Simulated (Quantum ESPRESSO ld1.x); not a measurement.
Values are calculated unless marked as measured or tabulated.
Ionisation of the mercury ion Hg77+, [He] 2s1, to Hg78+, [He], under several functionals. Dirac Kohn-Sham, spin-unpolarised, spherical densities, point nucleus; ld1.x of Quantum ESPRESSO 7.5.

\begin{tabular}{lrrrrrr}
functional & E(Hg77+) (hartree) & Exc (hartree) & IE (eV) & -e(HOMO) (eV) & <r> HOMO (bohr) & IE error (eV) \\ \hline
BP86 & -7874.10 & -67.44 & 23589 & 23432 & 0.06618 & +44.4 \\
LDA (Slater exchange, Hedin-Lundqvist correlation) & -7864.93 & -58.23 & 23565 & 23411 & 0.06621 & +20.7 \\
PW91 & -7873.47 & -66.81 & 23592 & 23430 & 0.06619 & +47.6 \\
LDA (Slater exchange, Perdew-Zunger correlation) & -7864.98 & -58.29 & 23565 & 23411 & 0.06621 & +21.0 \\
OLYP & -7873.51 & -66.85 & 23583 & 23423 & 0.06621 & +38.9 \\
exchange-only LDA & -7864.52 & -57.82 & 23562 & 23408 & 0.06621 & +17.6 \\
Engel-Vosko exchange with Perdew-Wang LDA correlation & -7877.67 & -71.04 & 23606 & 23431 & 0.06619 & +61.4 \\
\end{tabular}

NIST Atomic Spectra Database: 23544.1 eV (theoretical). Closest: exchange-only LDA. The Delta-SCF values span 43.86 eV, the total energies 13.15 hartree. The highest occupied level is 2s1/2. Spin polarisation and multiplet splitting are left out, so open shells lie too high by an amount that depends on their filling. Nuclear size, the Breit interaction and QED, all absent here, shift the 1s and 2s values of heavy ions.

Beside tabulated values, note that spin-unpolarised runs miss the spin-polarisation part of the exchange energy of open shells.
